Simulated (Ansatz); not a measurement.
Harmonic frequencies (cm⁻¹) at PBE0-D4/def2-TZVP from Ansatz: 1428.

Which molecule is it?
A. `N#P`
B. `Cc1ccno1`
C. `FC(F)(Cl)C(F)(F)Cl`
D. `[KH]`

A.
